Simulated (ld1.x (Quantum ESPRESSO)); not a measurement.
# Transferability test, RRKJ potential for Au

- Element: Au
- Generator: ld1.x (Quantum ESPRESSO) 7.5
- Type: norm-conserving RRKJ (Kleinman–Bylander form)
- Functional: PBE
- Relativity: scalar-relativistic
- Frozen core: [Kr] 4d10 4f14 5s2
- Valence charge: 17
- Reference configuration: 5p6 5d10 6s1 6p0
- Partial waves: 5p (bound): rc 1.60 bohr; 5d (bound): rc 2.20 bohr; 6s (bound): rc 1.75 bohr
- Local potential: the s channel
- Core correction: a·sin(br)/r model core inside 0.75 bohr
- rho0: 0.001

Energies are relative to the spin-unpolarised reference configuration 5p6 5d10 6s1 6p0; without spin polarisation the order of configurations can differ from experiment.

```csv
valence configuration,charge,ΔE all-electron (eV),error AE − PS (meV)
5p6 5d8 6s0 6p0,+3,64.494,-154
5p6 5d10 6s0.5 6p0,+0.5,3.773,-1.9
5p6 5d9 6s1 6p0,+1,12.124,-6.8
5p5 5d10 6s1 6p0,+1,66.105,-346
5p6 5d9 6s2 6p0,0,1.693,-5.1
```

(1) What are ΔE and the potential's error for 5p6 5d10 6s0 6p0?

(2) What are ΔE and the potential's error for 5p6 5d9 6s0 6p0?

Answers

(1) ΔE = 9.409 eV all-electron; the error (AE − PS) is -6.8 meV.

(2) ΔE = 30.617 eV all-electron; the error (AE − PS) is -43 meV.
